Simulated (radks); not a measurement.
Question: Successive ionisation energies (eV) of one element, from differences of total energies of ions in their ground configurations, starting at charge 0: 5.976, 20.343, 37.538, 57.653, 80.232, 104.99, 131.74. All-electron calculation, scalar-relativistic Kohn-Sham, r2SCAN, spin-unpolarised, spherical densities, finite nucleus; meta-GGA in the generalised Kohn-Sham scheme; Fermi nuclear charge, rms radius 3.7757 fm. Program: a radial shooting solver on a logarithmic mesh with Libxc functionals. Which element is it?

Answer: Nickel (Z = 28). The first species listed is Ni in [Ar] 3d8 4s2, the last Ni6+ in [Ar] 3d4.
